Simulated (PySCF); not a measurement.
Correlation energy of Cu⁺ (copper, charge +1)

[Ar] 3d9 4p1, one real determinant (an excited configuration). Computed with PySCF 2.14 in def2-TZVPPD (6s6p4d2f1g, 67 functions), with no relativity, point nucleus. Frozen: [Ar]; 10 electrons correlated.

| level | correlation energy (mhartree) |
| --- | --- |
| CCSD | -315.83 |
| (T) | -7.84 |
| CCSD(T) | -323.67 |

Diagnostics: T1 = 0.012, D1 = 0.0369, largest double amplitude 0.030.

**Question.** Is a single reference adequate?

**Answer.** Yes: T1 lies below 0.03 and no double amplitude reaches 0.07.

The reference is one real determinant that mixes LS terms of this configuration.
